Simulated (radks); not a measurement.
Os XXXVII, configuration [Kr] 4d4 (the NIST ground configuration). Calculated with a radial shooting solver on a logarithmic mesh with Libxc functionals: scalar-relativistic Kohn-Sham, PBEsol, spin-polarised, spherical densities, finite nucleus; open shells are filled with parallel spins first (spin-orbit coupling, left out, can overturn this in heavy ions); Fermi nuclear charge, rms radius 5.4126 fm.

Normalised radial functions P(r) = r R(r), r in bohr:

```
   r/bohr * 3d down, o 4p down, + 4d down (the largest magnitude, 2.47, reaches the edge; | marks zero, & curves that meet)
0.0008425                             &
0.0009499                             &
 0.001071                             &
 0.001208                             &
 0.001362                             &
 0.001535                             &
 0.001745                             &
 0.001967                             &
 0.002218                             &
 0.002501                             &
  0.00282                             &
 0.003179                             &
 0.003585                             &o
 0.004042                             &o
 0.004557                             &o
 0.005138                             &o
 0.005793                             &o
 0.006531                             &o
 0.007364                             & o
 0.008303                             & o
 0.009362                             & o
  0.01056                             &  o
    0.012                             &  o
  0.01353                             &   o
  0.01525                             +*  o
   0.0172                             |&   o
  0.01939                             |&    o
  0.02186                             |+*    o
  0.02465                             |+*    o
  0.02779                             | +*    o
  0.03133                             | + *   o
  0.03533                             |  + *   o
  0.03983                             |   + *  o
  0.04491                             |    +  &
  0.05063                             |     +o *
  0.05709                             |     o+    *
  0.06437                             |   o   +     *
  0.07258                             |o       +      *
  0.08249                           o |          +       *
    0.093                        o    |           +         *
   0.1049                     o       |           +           *
   0.1182                  o          |           +             *
   0.1333                 o           |          +               *
   0.1503                 o           |        +                 *
   0.1695                  o          |     +                   *
   0.1911                      o      |  +                    *
   0.2154                           & |                    *
   0.2429                      +      |   o             *
   0.2739                 +           |         o   *
   0.3088             +               |         *    o
   0.3482          +                  |      *           o
   0.3925         +                   |    *              o
   0.4426          +                  |  *                o
    0.499             +               |*               o
   0.5672                +            |*           o
   0.6395                    +        *        o
    0.721                       +     *    o
   0.8129                          +  *  o
   0.9166                           + *o
    1.033                            +*o
    1.165                             &
    1.314                             &
```

3d down: eigenvalue -3451.7 eV, 0 radial nodes, <r> = 0.174 bohr, 90 % of the charge inside 0.269 bohr. 4p down: eigenvalue -1771.1 eV, 2 radial nodes at r = 0.0768, 0.226 bohr, <r> = 0.409 bohr, 90 % of the charge inside 0.584 bohr. 4d down (empty): eigenvalue -1562.3 eV, 1 radial node at r = 0.205 bohr, <r> = 0.410 bohr, 90 % of the charge inside 0.597 bohr.
